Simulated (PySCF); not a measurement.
Screening by computed properties: pick the candidate that meets the target.

Species are written as SMILES; each is one conformer at its optimised geometry, gas phase, non-relativistic unless stated. Electronic properties by PySCF.

Dipoles, sizes and rotational constants follow the conformer. The torsions of the flexible species, by atom-mapped SMILES:
- `[CH3:1][C@H:2]([C:3](=[O:4])[CH2:5][SiH3:6])[C:7]([F:8])([F:9])[F:10]`: C1–C2–C3–O4 -31°, C2–C3–C5–Si6 -90°, C1–C2–C7–F8 -61°
- `[CH:1]#[C:2][SiH2:3][C@H:4]([SiH3:5])[O:6][C:7]([F:8])([F:9])[F:10]`: C2–Si3–C4–Si5 180°, Si3–C4–O6–C7 -129°, C4–O6–C7–F8 -179°
- `[CH3:1][CH2:2][O:3][C@@H:4]1[SiH2:5][C@@:6]1([F:7])[CH:8]([F:9])[F:10]`: C1–C2–O3–C4 180°, C2–O3–C4–Si5 155°, Si5–C6–C8–F9 -63°
- `[SiH3:1][NH:2][SiH2:3][c:4]1[cH:5][cH:6][cH:7][cH:8][n:9]1`: Si1–N2–Si3–C4 -171°, N2–Si3–C4–C5 -173°

Problem. Wanted: dipole moment between 2 D and 3 D (PBE0/pcSseg-1) and HOMO–LUMO gap below 6.8 eV (PBE0/pcSseg-1), at GFN2-xTB geometries. Which candidate meets both?
A. `C[C@H](C(=O)C[SiH3])C(F)(F)F`
B. `C(O[C@H]1[C@@](F)([SiH2]1)C(F)F)C`
C. `n1c(cccc1)[SiH2]N[SiH3]`
D. `C#C[SiH2][C@H]([SiH3])OC(F)(F)F`

Solution. C. Computed values:
```csv
species,dipole moment,HOMO–LUMO gap
C(O[C@H]1[C@@](F)([SiH2]1)C(F)F)C,1.38 D,6.97 eV
C#C[SiH2][C@H]([SiH3])OC(F)(F)F,2.43 D,7.75 eV
n1c(cccc1)[SiH2]N[SiH3],2.76 D,6.04 eV
C[C@H](C(=O)C[SiH3])C(F)(F)F,3.28 D,6.66 eV
```
